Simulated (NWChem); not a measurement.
System: CH₄Be; SMILES [BeH][CH3]

Results from NWChem. Coordinates come from a PBE0/def2-SVP optimisation. Ions are spin-unrestricted doublets at the neutral geometry; other ion states weren't tried.

### Question
Estimate the computed values for PBE/def2-SVP. Quantities: vertical ionisation energy, ΔSCF (eV); −ε(HOMO) (eV).

### Answer
```
Quantity                               Value
-------------------------------------  -----
vertical ionisation energy, ΔSCF (eV)  10.78
−ε(HOMO) (eV)                           7.00
```
